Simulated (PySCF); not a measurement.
C10H10OS.
SMILES with atom numbers: `[O:1]=[S@:2]1[CH2:3][CH2:4][CH:5]=[C:6]1[c:7]1[cH:8][cH:9][cH:10][cH:11][cH:12]1`

Definitions: NICS(0) = −σiso at the ring centroid; NICS(1) = −σiso and NICS(1)zz = −σzz at ±1 Å along the ring normal z. Level: GIAO KT2/pcSseg-1 (PySCF, non-relativistic, gas phase) on the PBE0-D3(BJ)/def2-SVP geometry, one conformer.

Ring bond lengths (Å): S2–C3 1.837, C3–C4 1.522, C4–C5 1.495, C5–C6 1.341, C6–S2 1.824; C7–C8 1.404, C8–C9 1.392, C9–C10 1.394, C10–C11 1.395, C11–C12 1.392, C12–C7 1.402.

Task: Give the NICS values of each ring in ppm.

Result: 
```csv
ring,type,NICS(0),"NICS(1), two faces","NICS(1)zz, two faces",rms pucker (Å),"centre to ring atoms, mean (Å)"
S2–C3–C4–C5–C6,"5-membered ring with S; formal bonds 1 double, 4 single",-2.0,-4.9 / -0.8,-4.8 / -1.0,0.13,1.35
C7–C8–C9–C10–C11–C12,6-membered carbocycle; formal bonds all aromatic,-8.0,-10.4 / -10.5,-25.6 / -26.0,0.00,1.40
```

Task: What do they say, and how far can they be read as aromaticity?

Result: 
- S2–C3–C4–C5–C6: mean NICS(1)zz -2.9 ppm, near zero. C3, C4 have four or more neighbours, so the value isn't read as a sign of a π ring current. The two faces differ by 3.8 ppm, so no symmetry operation interchanges them.
- C7–C8–C9–C10–C11–C12: mean NICS(1)zz -25.8 ppm, shielded. The ring is flat and has no four-coordinate atom; by the NICS criterion it is aromatic.

Task: How equal are the bonds by HOMA? HOMA = 1 − mean of α(R − Ropt)² over the ring bonds, with Krygowski's 1993 parameters (CC: Ropt 1.388 Å, α 257.7 Å⁻²).

Result: 
- C7–C8–C9–C10–C11–C12: HOMA 0.97 = 1 − EN − GEO, with mean bond length 1.397 Å, EN = α(Ropt − mean)² = 0.019 and GEO = α × variance = 0.006. The geometric and the magnetic index point the same way.

Task: How do the values depend on the level or the medium?

Result: 
```tsv
level	NICS(0), S2–C3–C4–C5–C6	mean NICS(1)zz, S2–C3–C4–C5–C6	NICS(0), C7–C8–C9–C10–C11–C12	mean NICS(1)zz, C7–C8–C9–C10–C11–C12
KT2/pcSseg-1, gas	-2.0	-2.9	-8.0	-25.8
PBE0/pcSseg-1, gas	-1.8	-2.6	-8.2	-27.3
```

The geometry is the same throughout.

Shape of the structure used: `[O:1]=[S@:2]1[CH2:3][CH2:4][CH:5]=[C:6]1[c:7]1[cH:8][cH:9][cH:10][cH:11][cH:12]1`: C5–C6–C7–C8 140°.
